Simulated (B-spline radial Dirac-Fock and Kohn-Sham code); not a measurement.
X-ray scattering factor of Mo³⁵⁺

System: molybdenum as Mo³⁵⁺, [He] 2s2 2p3.

Model: Dirac-Fock densities. Program: a radial atomic solver. f₀ is the Fourier transform of the spherical electron density, S the Waller-Hartree incoherent function, and s = sin θ/λ.

```tsv
s (Å⁻¹)	f₀	S
0	7.000	0.000
0.05	6.998	0.003
0.1	6.992	0.011
0.15	6.981	0.025
0.2	6.967	0.045
0.25	6.949	0.069
0.3	6.926	0.100
0.35	6.900	0.135
0.4	6.870	0.176
0.45	6.836	0.221
0.5	6.798	0.271
0.6	6.712	0.386
0.7	6.613	0.517
0.8	6.500	0.663
0.9	6.376	0.823
1	6.242	0.993
1.1	6.098	1.174
1.2	5.946	1.361
1.4	5.623	1.750
1.6	5.282	2.145
1.8	4.934	2.534
2	4.586	2.906
2.5	3.763	3.722
3	3.064	4.347
3.5	2.515	4.800
4	2.108	5.123
5	1.613	5.548
6	1.358	5.843
```

f₀ starts at the number of electrons, 7, and has fallen to half at s ≈ 2.69 Å⁻¹. The sum of ⟨r²⟩ over the electrons is 0.1118 bohr².

Values without a named source are computed, but for edge energies of neutral atoms, which are taken from tables.
